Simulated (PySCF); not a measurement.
# Running PySCF for CdSi

Input:

```python
from pyscf import gto, dft

mol = gto.M(
    atom='Cd 0 0 0; Si 0 0 2.892',
    basis='sbkjc',
    ecp={'Cd': 'sbkjc', 'Si': 'sbkjc'},
    charge=0,
    spin=2,
    verbose=4,
)
mf = dft.UKS(mol, xc='pw91')
field = 0.001  # electric field along z, atomic units
h = mf.get_hcore() + field*mol.intor('int1e_r')[2]
mf.get_hcore = lambda *args: h
e_nuc = mol.energy_nuc() - field*mol.atom_charges() @ mol.atom_coords()[:, 2]
mf.energy_nuc = lambda *args: e_nuc
mf.kernel()
mf.mulliken_pop()
mf.dip_moment()
print('orbital energies (hartree):', [e[max(0, n-3):n+3].round(4) for e, n in zip(mf.mo_energy, mol.nelec)])
```

```bash
$ python input.py
```

It prints (some set-up lines and the per-cycle HOMO/LUMO lines with their warnings removed):

```
PySCF version 2.14.0

[INPUT] Symbol           X                Y                Z      unit          X                Y                Z       unit  Magmom
[INPUT]  1 Cd     0.000000000000   0.000000000000   0.000000000000 AA    0.000000000000   0.000000000000   0.000000000000 Bohr   0.0
[INPUT]  2 Si     0.000000000000   0.000000000000   2.892000000000 AA    0.000000000000   0.000000000000   5.465087952242 Bohr   0.0

nuclear repulsion = 14.6383737460581
number of shells = 15
number of NR pGTOs = 73
number of NR cGTOs = 39
basis = sbkjc
ecp = {'Cd': 'sbkjc', 'Si': 'sbkjc'}

******** <class 'pyscf.dft.uks.UKS'> ********
method = UKS
initial guess = minao
damping factor = 0
level_shift factor = 0
DIIS = <class 'pyscf.scf.diis.CDIIS'>
SCF conv_tol = 1e-09
SCF max_cycles = 50
number electrons alpha = 13  beta = 11
XC functionals = pw91

grids dens level: 3
tot grids = 41576
init E= -141.974005138566

cycle= 1 E= -132.389801909688  delta_E= 9.58  |g|= 8.05  |ddm|= 13.3

cycle= 2 E= -148.285233938134  delta_E= -15.9  |g|=  6.8  |ddm|= 15.1
cycle= 3 E= -169.450113791103  delta_E= -21.2  |g|= 1.23  |ddm|= 8.58

cycle= 4 E= -167.472113974937  delta_E= 1.98  |g|= 1.62  |ddm|= 3.49
cycle= 5 E= -169.83199967239  delta_E= -2.36  |g|= 0.709  |ddm|= 2.69
cycle= 6 E= -170.42037900414  delta_E= -0.588  |g|= 0.411  |ddm|= 1.97
cycle= 7 E= -170.46521847192  delta_E= -0.0448  |g|= 0.448  |ddm|= 1.64
cycle= 8 E= -170.53954044683  delta_E= -0.0743  |g|= 0.342  |ddm|= 0.867
cycle= 9 E= -170.6362268639  delta_E= -0.0967  |g|= 0.231  |ddm|= 0.293
cycle= 10 E= -170.728892097404  delta_E= -0.0927  |g|= 0.0369  |ddm|= 0.942
cycle= 11 E= -170.730936097998  delta_E= -0.00204  |g|= 0.0104  |ddm|= 0.14
cycle= 12 E= -170.73110504038  delta_E= -0.000169  |g|= 0.00454  |ddm|= 0.0405
cycle= 13 E= -170.731137173165  delta_E= -3.21e-05  |g|= 0.000429  |ddm|= 0.0104
cycle= 14 E= -170.731137514749  delta_E= -3.42e-07  |g|= 0.000207  |ddm|= 0.00177
cycle= 15 E= -170.731137574313  delta_E= -5.96e-08  |g|= 4.53e-05  |ddm|= 0.000625
cycle= 16 E= -170.731137579032  delta_E= -4.72e-09  |g|= 1.44e-05  |ddm|= 0.000167
cycle= 17 E= -170.731137579509  delta_E= -4.77e-10  |g|= 4.35e-06  |ddm|= 5.01e-05
Extra cycle  E= -170.731137579406  delta_E= 1.03e-10  |g|= 8.82e-06  |ddm|= 3.34e-05
converged SCF energy = -170.731137579406  <S^2> = 2.0136225  2S+1 = 3.0090679
 ** Mulliken pop       alpha | beta **
pop of  0 Cd 4s        0.41426 | 0.41550
pop of  0 Cd 5s        0.41280 | 0.45221
pop of  0 Cd 6s        0.42321 | 0.46241
pop of  0 Cd 7s        0.57430 | 0.57221
pop of  0 Cd 4px       0.55849 | 0.55744
pop of  0 Cd 4py       0.55849 | 0.55744
pop of  0 Cd 4pz       0.55784 | 0.55780
pop of  0 Cd 5px       0.03323 | 0.01165
pop of  0 Cd 5py       0.03323 | 0.01165
pop of  0 Cd 5pz       0.02486 | 0.03113
pop of  0 Cd 6px       0.04355 | -0.00103
pop of  0 Cd 6py       0.04355 | -0.00103
[27 lines left out]
In total            13.00000 | 11.00000
 ** Mulliken atomic charges   ( Nelec_alpha | Nelec_beta ) **
charge of  0Cd =      0.08965  (     9.97197      9.93838 )
charge of  1Si =     -0.08965  (     3.02803      1.06162 )
Dipole moment(X, Y, Z, Debye):  0.00000,  0.00000, -2.23996
orbital energies (hartree): [array([-0.2405, -0.1533, -0.1533, -0.1388, -0.0476, -0.0476]), array([-0.4627, -0.3492, -0.2309, -0.1215, -0.0965, -0.0965])]
```

In short: E(SCF) = -170.731138 Eh, ⟨S²⟩ = 2.014, μz(SCF) = -2.24 D.

Wall time 3.5 s on one thread of a shared host.

The bond length is a typed value, not an optimised one. No search for the lowest solution was made.
